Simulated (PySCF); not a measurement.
A structure optimised at ωB97X-D3(BJ)/def2-SVP, used in a PySCF frequency run:

```
Ge
H 1 1.5340
H 1 1.5340 2 110.76
C 1 1.9396 2 112.58 3 -126.99
H 4 1.0996 1 109.92 2 -56.71
H 4 1.0996 5 108.76 1 120.34
H 4 1.1011 5 108.98 6 118.68
Br 1 2.3109 2 106.61 3 115.51
```

**Question.** Write its SMILES and formula.

**Answer.** [CH3][GeH2][Br], CH₅BrGe

**Question.** What are its rotational constants (standard atomic weights)?

**Answer.** 10.490, 1.8836, 1.6471 GHz
